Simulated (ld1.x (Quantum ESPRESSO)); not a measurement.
**Reading a pseudo-wave (Zr (Z = 40))**

Columns: radius, all-electron u(r) and pseudo u(r) of the 4d shell (level -9.98 eV) of zirconium in the configuration [Kr] 4d2 5s1 5p0; PBE, scalar-relativistic, PAW scheme, ld1.x (Quantum ESPRESSO) 7.5.

```tsv
r (bohr)	all-electron	pseudo
0.175	0.2339	-0.0029
0.350	0.2924	-0.0219
0.525	0.0839	-0.0688
0.700	-0.1760	-0.1472
0.875	-0.3950	-0.2518
1.050	-0.5516	-0.3701
1.225	-0.6485	-0.4850
1.400	-0.6977	-0.5805
1.575	-0.7120	-0.6448
1.750	-0.7028	-0.6738
1.925	-0.6785	-0.6707
2.100	-0.6450	-0.6448
2.275	-0.6065	-0.6069
2.450	-0.5656	-0.5656
2.625	-0.5243	-0.5243
2.800	-0.4836	-0.4836
2.975	-0.4441	-0.4441
3.150	-0.4064	-0.4064
3.325	-0.3707	-0.3707
3.500	-0.3370	-0.3370
3.675	-0.3055	-0.3055
3.850	-0.2763	-0.2763
4.025	-0.2493	-0.2493
4.200	-0.2244	-0.2244
4.375	-0.2016	-0.2016
4.550	-0.1809	-0.1809
```

Task: How many radial nodes do the two functions have?

Result: The all-electron 4d function has n − l − 1 = 1; the pseudo-wave has 0, since the states of the same l below it are removed with the core.

Task: At about which radius was the pseudo-wave matched?

Result: 2.50 bohr. The columns agree to 0.0005 from 2.10 bohr on; several derivatives are matched, so the curves merge somewhat inside the radius.

Task: Where does each function peak?

Result: Outermost all-electron maximum near 1.57 bohr, pseudo maximum near 1.75 bohr (to the table’s step).

Task: Is the pseudo-wave norm-conserving?

Result: No, it belongs to a PAW set: the norm inside the radius is not constrained, and the difference is carried by the augmentation charge.
